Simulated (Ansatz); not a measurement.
## Swapping Cl for Br on Ga: the HOMO–LUMO gap

On one Ga centre, n of the Cl ligands are replaced by Br. The HOMO–LUMO gap y in eV at wB97X-V/def2-TZVPP. Shapes, held fixed at every level: PBE0-D4/def2-TZVP. Programs: Ansatz 0.2.0.

| molecule | n | y (eV) |
| --- | --- | --- |
| GaCl3 | 0 | 12.11 |
| GaBrCl2 | 1 | 11.46 |
| GaBr2Cl | 2 | ? |
| GaBr3 | 3 | 10.89 |

Question: Fit y = c + s·n to the known rows and predict GaBr2Cl.

Answer: 
1. Means of the 3 rows: n = 1.33333, y = 11.487.
2. Σ(Δn)² = 4.6667, Σ(Δn·Δy) = -1.8167, so the slope is -1.8167/4.6667 = -0.38929.
3. Intercept: 11.487 − (-0.38929) × 1.33333 = 12.006. The largest residual of the fit is 0.16.
4. GaBr2Cl: 12.006 + (-0.38929) × 2 = 11.23 eV.

The run gave 11.14 eV, so the prediction is off by +0.09 eV, within the scatter of the fit. The step per swap changes from -0.65 to -0.25 eV along the series, so a line misses the bend. Other levels give for GaBr2Cl: B3LYP-D4/def2-TZVPP 6.10; PBE0-D4/def2-TZVPP 6.70; r2SCAN0-D4/def2-TZVPP 7.07 eV. Orbital gaps aren't excitation energies, and the LUMO depends on the basis. Relativity is left out for Br, Ga unless named.
